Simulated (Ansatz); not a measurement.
Consider the formal exchange of groups at a Ge–Si bond: `C[Si](F)(F)[GeH3]` + `CO[SiH2]Cl` → `CO[SiH](Cl)[GeH3]` + `C[SiH](F)F`.

Calculated with Ansatz (gas phase, PBE0-D4/def2-TZVP geometries, no zero-point term in ΔE). CCSD(T)/CBS is the MP2 limit (def2-TZVPP, def2-QZVPP) plus CCSD(T) − MP2 in def2-TZVPP, frozen cores. DFT in def2-TZVPP. B3LYP here is the variant with VWN-RPA as its local correlation; programs differ in this. For Ge outer-core shells are correlated without core-valence functions, which leaves a few kJ/mol of doubt a bond. Scalar relativity is left out up to krypton. One conformer a species, not always the lowest.

Question: Is it downhill or uphill in electronic energy at CCSD(T)/CBS, and by how much? (Best estimate.)

Answer: Ansatz gave: Nearly level: ΔE = +1.5 kJ/mol.

Question: What do these levels give: PBE0-D4, B3LYP-D4, ωB97M-V, PBE, r2SCAN, PBE0, B3LYP, HF/def2-TZVPP, CCSD(T)/def2-TZVPP, MP2/def2-QZVPP, MP2/CBS(def2), CCSD/CBS(def2)? (Best estimate.)

Answer: The calculation gave: PBE0-D4 2.4, B3LYP-D4 3.3, ωB97M-V 3.5, PBE 3.9, r2SCAN 2.9, PBE0 3.0, B3LYP 4.1, HF/def2-TZVPP 2.7, CCSD(T)/def2-TZVPP 1.6, MP2/def2-QZVPP 0.5, MP2/CBS(def2) 0.4, CCSD/CBS(def2) 1.7 kJ/mol.

Largest T1 diagnostic among the species: 0.012.
